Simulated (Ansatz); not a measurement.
C₂H₅FGeO (`[CH3][GeH]([F])[CH]=O`), relaxed with RKS PBE0-D4/def2-TZVP in the Gaussian-basis code of Ansatz from a PBE-D4/def2-SVP geometry. The force threshold is 0.005 eV/Å; the program also tests the step.

The species carries charge 0 and has multiplicity 1.

Start:

```xyz
10

C     0.608    0.804   -1.126
Ge   -0.655    0.262    0.260
F    -2.174   -0.233   -0.507
C     0.064   -1.349    1.239
O     1.181   -1.304    1.714
H     0.600    0.063   -1.949
H     0.351    1.802   -1.531
H     1.623    0.838   -0.683
H    -1.015    1.399    1.260
H    -0.582   -2.280    1.323
```

```json
{"step": "1", "energy (eV)": "-63426.6430", "largest force (eV/Å)": "0.862", "largest move (Å)": "0.000"}
{"step": "2", "energy (eV)": "-63426.6882", "largest force (eV/Å)": "0.200", "largest move (Å)": "0.045"}
{"step": "3", "energy (eV)": "-63426.6920", "largest force (eV/Å)": "0.121", "largest move (Å)": "0.022"}
{"step": "4 (rejected)", "energy (eV)": "-63426.6891", "largest force (eV/Å)": "0.206", "largest move (Å)": "0.024"}
{"step": "5", "energy (eV)": "-63426.6932", "largest force (eV/Å)": "0.066", "largest move (Å)": "0.012"}
{"step": "6", "energy (eV)": "-63426.6936", "largest force (eV/Å)": "0.045", "largest move (Å)": "0.027"}
{"step": "7", "energy (eV)": "-63426.6941", "largest force (eV/Å)": "0.035", "largest move (Å)": "0.029"}
{"step": "8", "energy (eV)": "-63426.6942", "largest force (eV/Å)": "0.013", "largest move (Å)": "0.014"}
{"step": "9", "energy (eV)": "-63426.6942", "largest force (eV/Å)": "0.027", "largest move (Å)": "0.019"}
{"step": "10", "energy (eV)": "-63426.6942", "largest force (eV/Å)": "0.042", "largest move (Å)": "0.002"}
{"step": "11", "energy (eV)": "-63426.6943", "largest force (eV/Å)": "0.005", "largest move (Å)": "0.004"}
```

End:

```xyz
10

C     0.611    0.817   -1.123
Ge   -0.617    0.268    0.267
F    -2.111   -0.237   -0.491
C     0.045   -1.358    1.231
O     1.174   -1.407    1.641
H     0.672    0.040   -1.885
H     0.275    1.746   -1.583
H     1.601    0.967   -0.690
H    -1.002    1.381    1.258
H    -0.648   -2.218    1.375
```

Run time 37 s (4 threads of an Arm Neoverse V2 on a shared host); peak host memory 0.56 GiB.
